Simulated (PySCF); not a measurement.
HClSn, singlet, at a GFN2-xTB geometry (such geometries of metal compounds can be far from the true shape) (core potentials on Sn).

Here is a job for PySCF.
```python
from pyscf import gto, scf, dft

mol = gto.Mole()
mol.atom = '''
    Sn   -0.29979143   -0.30707348    0.39347704
    H    -1.55158507   -1.01719066   -0.84491993
    Cl    0.97300921    0.96299204   -1.10758423
'''
mol.basis = 'def2-svpd'
mol.ecp = {'Sn': 'def2-svpd'}
mol.verbose = 4
mol.max_memory = 1800
mol.build()

mf = dft.RKS(mol)
mf.xc = 'camb3lyp'
mf = mf.density_fit(auxbasis='def2-universal-jkfit')
mf.kernel()
```

Q: Estimate the HOMO-LUMO gap that DF-CAMB3LYP/def2-SVPD run with PySCF returns for this input.

A: 6.02 eV

Q: Predict the Mulliken (on the basis functions themselves) charges in atom order from DF-CAMB3LYP/def2-SVPD.

A: Sn1 0.66, H2 -0.08, Cl3 -0.58
